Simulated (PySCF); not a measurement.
The multiplicity is imposed and other spin states were not computed.

[Cd(F)(OH)] (charge 0, multiplicity 1)

Calculation: TPSSh-D3(BJ)/def2-TZVP // BP86-D3(BJ)/def2-SVP (PySCF).

| Item | Value |
|---|---|
| HOMO | -7.55 eV |
| dipole moment | 2.07 D |
| LUMO | -2.34 eV |
| HOMO–LUMO gap | 5.20 eV |
| charge on the central atom (Mulliken) | 0.95 e |
| total energy | -343.4569 Ha |
| cost | about 90 core-seconds (a rough figure) |

```xyz
4

Cd    -0.0416     0.0436    -0.0071
F      1.4371    -0.4073    -1.1729
O     -1.5973     0.3712     1.1584
H     -1.5310     1.2849     1.5033
```
Charge 0, spin multiplicity 1.
